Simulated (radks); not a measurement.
Results of a calculation; reference values are marked as such.
Spherical quantum dot in the effective-mass picture: electrons in a hard-walled sphere of radius 6.86, all in effective atomic units (hartree* = m*/eps^2 hartree, bohr* = eps/m* bohr), one dielectric constant everywhere. Level of theory: non-relativistic Kohn-Sham, LDA (Slater exchange, Perdew-Wang correlation), spin-polarised, spherical densities (a radial shooting solver with Libxc functionals). Levels are named by radial order and angular momentum (1s, 1p, 1d, 2s, ...), and open shells are averaged over m. Results are scaled to m* = 0.133 and eps = 10.8, for which hartree* = 31.03 meV and bohr* = 4.297 nm.

N = 5, configuration 1s2 1p(up 3, down 0). This is the lowest configuration that the search found. Occupied and some empty levels:

level,occupation,eigenvalue (meV),<r> (nm)
1s up,1,29.681,18.09
1s down,1,30.981,17.98
1p up,3,31.843,19.31
1p down,0,33.180,19.33
1d up,0,35.292,20.26
1d down,0,36.627,20.31
1f up,0,39.824,21.02
2s up,0,40.783,13.73
1f down,0,41.139,21.08
2s down,0,41.630,13.67

Energy (meV): total 84.0282, kinetic 30.226, external 0, Hartree 80.249, exchange-correlation -26.447.
